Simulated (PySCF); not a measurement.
Species: C8H16NP.
Structure used (PBE0-D3(BJ)/def2-SVP), in Å, numbered top down from 1:
```xyz
26
C8H16NP angstrom
C      0.8212    2.8644   -0.9308
C      0.7255    1.5323   -0.9352
P      0.3149    0.6098    0.5898
C      1.8276   -0.4426    0.7217
C      2.4696   -0.4075    1.8965
C      2.2745   -1.2590   -0.4513
N     -0.7584   -0.5907   -0.1332
C     -1.0692   -1.6915    0.7512
C     -1.9056   -0.0623   -0.8516
C     -2.9702    0.6335   -0.0088
H      0.6262    3.4420   -0.0206
H      1.1027    3.4270   -1.8270
H      0.9151    0.9665   -1.8572
H      2.0991    0.2073    2.7226
H      3.3845   -0.9860    2.0685
H      1.4148   -1.7677   -0.9143
H      2.7160   -0.6122   -1.2276
H      3.0296   -2.0054   -0.1627
H     -1.6134   -2.4691    0.1895
H     -1.6850   -1.4194    1.6337
H     -0.1408   -2.1456    1.1314
H     -2.3616   -0.9036   -1.4051
H     -1.5378    0.6393   -1.6179
H     -2.5475    1.4969    0.5289
H     -3.4080   -0.0447    0.7395
H     -3.7900    0.9993   -0.6460
```

Computed with PySCF at PBE0/pcSseg-1, non-relativistic, on one gas-phase PBE0-D3(BJ)/def2-SVP geometry that isn't relaxed in the solvent. The solvent is an IEF-PCM continuum (van der Waals radii × 1.2). Specific hydrogen bonds and non-electrostatic terms are outside this model.

Gas phase at PBE0/pcSseg-1: HOMO -5.55 eV, LUMO -0.63 eV, dipole 0.89 D.

Q: What does the continuum do to the energy, the frontier levels and the dipole at PBE0/pcSseg-1 in chloroform and methanol?

A: 
| solvent | ε | E(solvent) − E(gas) (kcal/mol) | polarisation term (kcal/mol) | distortion of the solute (kcal/mol) | HOMO (eV) | LUMO (eV) | dipole (D) |
| --- | --- | --- | --- | --- | --- | --- | --- |
| chloroform | 4.711 | -2.59 | -2.81 | 0.22 | -5.62 | -0.64 | 1.18 |
| methanol | 32.61 | -3.69 | -4.15 | 0.46 | -5.67 | -0.67 | 1.33 |

Polarisation term: ½ Σ q·V over the induced surface charges. Distortion: the rise of the solute's own energy as its density leaves the gas-phase optimum. From chloroform to methanol the lowering changes by a factor 1.42, Onsager's factor (ε − 1)/(2ε + 1) by 1.34 and ε itself by 6.9.

Q: Give the dipole vector in the frame of the coordinates (D, pointing from negative to positive charge), gas and methanol.

A: Gas (-0.03, -0.35, -0.82), solvent (-0.05, -0.56, -1.21). Its length changes by +50 % and its direction by 2°.

Q: Which Hirshfeld charges (PBE0/pcSseg-1) respond most in chloroform (means over atoms taken as equivalent)?

A: 
| atoms | environment | gas (e) | solvent (e) | change |
| --- | --- | --- | --- | --- |
| P3 | three-coordinate phosphorus | +0.189 | +0.173 | -0.016 |
| H12 | vinylic hydrogen | +0.051 | +0.056 | +0.005 |
| H15 | vinylic hydrogen | +0.045 | +0.049 | +0.004 |
| H13 | vinylic hydrogen | +0.044 | +0.048 | +0.004 |
| C5 | terminal =CH2 carbon | -0.100 | -0.103 | -0.003 |
| N7 | nitrogen bonded to 2 C and P | -0.135 | -0.137 | -0.002 |
| C2 | alkene CH carbon | -0.094 | -0.096 | -0.002 |
| C4 | fully substituted alkene carbon | -0.039 | -0.041 | -0.002 |
